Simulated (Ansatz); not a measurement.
Computed with Ansatz on PBE0-D4/def2-TZVP structures; ΔE is electronic, products minus reactants. CBS: MP2 limit from def2 TZ/QZ plus the TZ coupled-cluster correction, frozen cores. Each species was taken in one conformer, which may not be the lowest.

Reaction (substitution at a C–N bond): `CNB(C)C` + `[OH][Al]1[CH2][NH]1` → `C[O][Al]1[CH2][NH]1` + `CB(C)N`

```
              species  MP2/def2-QZVPP energy (Eh)
            `CNB(C)C`                  -199.60653
`[OH][Al]1[CH2][NH]1`                  -412.27726
`C[O][Al]1[CH2][NH]1`                  -451.48674
             `CB(C)N`                  -160.38616
```

(1) Work out ΔE.

Largest T1 diagnostic among the species: 0.013.

Results:

(1) ΔE = (-451.48674) + (-160.38616) − (-199.60653) − (-412.27726) = 0.01089 Eh = +6.8 kcal/mol. CCSD(T)/CBS gives +6.3 kcal/mol.

In def2-TZVPP, CCSD(T) changes the Hartree–Fock value by +3.9 kcal/mol (the triples alone add +0.5 kcal/mol) and MP2 by +4.7 kcal/mol.
